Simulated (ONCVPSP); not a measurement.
## chromium, ONCV: configuration errors across variants

ONCVPSP 4.0.1 input, shortened (lines: element, Z, core and valence counts, functional; n l f; lmax; l rc ep ncon nbas qcut; lloc lpopt rc5 dvloc0; l nproj debl; icmod fcfact rcfact), LDA (Perdew-Wang 92), scalar-relativistic:

```
  Cr 24.00    5    3  -001012      upf
    1    0    2.00
    2    0    2.00
    2    1    6.00
    3    0    2.00
    3    1    6.00
    3    2    5.00
    4    0    0.50
    4    1    0.50
    2
    0    2.80    0.00    4    8    2.90
    1    2.70    0.00    3    6    2.40
    2    2.00    0.00    4    9    8.10
    4    5    1.25    0.00
    0    2    3.20
    1    2    3.20
    2    2    3.30
    2    0.65    0.80
```

All-electron excitation energies from the reference (eV): (1) 3d5 4s1 4p0 -1.575; (2) 3d5 4s0 4p0 5.558; (3) 3d4 4s0 4p0 21.902; (4) 3d5 4s0.5 4p0 1.240.

Errors AE − PS in meV (a dash: test not solved or not reliable):

| change | (1) | (2) | (3) | (4) | bound ghosts | GHOST(+) flags above zero |
| --- | --- | --- | --- | --- | --- | --- |
| base | +0.2 | -1.6 | -23 | -0.5 | none | s, p |
| d: debl 0.2 | +0.2 | -1.6 | -21 | -0.5 | none | s, p |
| d: debl 0.25 | +0.2 | -1.6 | -21 | -0.5 | none | s, p |
| d: debl 0.35 | +0.2 | -1.6 | -21 | -0.5 | none | s, p |
| d: debl 0.55 | +0.2 | -1.6 | -21 | -0.5 | none | s, p |
| d: debl 1.2 | +0.2 | -1.6 | -20 | -0.5 | none | s, p |
| d: debl 1.55 | +0.2 | -1.6 | -21 | -0.5 | none | s, p |
| d: debl 2.55 | +0.2 | -1.6 | -21 | -0.5 | none | s, p |
| d: debl 3.25 | +0.2 | -1.6 | -23 | -0.5 | none | s, p |
| d: debl 4.5 | +0.2 | -1.6 | -28 | -0.5 | none | s, p |

Task: Give the same row for: d: debl 0.75.

Result: +0.2, -1.6, -20, -0.5; bound ghosts: none; GHOST(+) flags above zero: s, p.
